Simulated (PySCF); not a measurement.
C3BCl2N.
SMILES: `C(#CC#N)B(Cl)Cl`

Computed with MP2 and CCSD/aug-cc-pVDZ in PySCF, restricted Hartree–Fock reference, 15 core orbitals frozen, non-relativistic, gas phase, PBE0-D3(BJ)/def2-SVP geometry.

E(HF) = -1111.79033 Eh.

Task: How large is the problem?

Result: 169 basis functions and 64 electrons; 15 orbitals frozen, which leaves o = 17 correlated occupied and v = 137 virtual orbitals. That is o·v = 2329 singles and o·v(o·v + 1)/2 = 2713285 distinct closed-shell doubles amplitudes before symmetry; the costliest CCSD step grows as o²v⁴ = 1.0 × 10^11.

Task: What are the MP2 and CCSD correlation energies?

Result: MP2 -0.9095 Eh and CCSD -0.9338 Eh, which gives totals of -1112.69980 and -1112.72414 Eh. That is 0.747 eV for each correlated electron at CCSD (2452 kJ/mol in all, 0.084 % of the total energy); MP2 gives 97.4 % of the CCSD value.

Task: What is the T1 diagnostic?

Result: 0.0145, below the customary warning level of 0.02. It is the norm of the spatial-orbital singles amplitudes over the root of the number of correlated electrons, so the norm is 0.085.

Task: How does correlation change the dipole moment?

Result: HF gives 2.60 D and CCSD (unrelaxed density) 2.49 D, a change of -0.11 D.

Connected triples and the basis-set limit are missing.

The job also held the EOM ionisation roots. Hardware: an Arm Neoverse V1 with one thread (shared host). Cost: 9.8 min wall, 3.0 GiB resident at most.
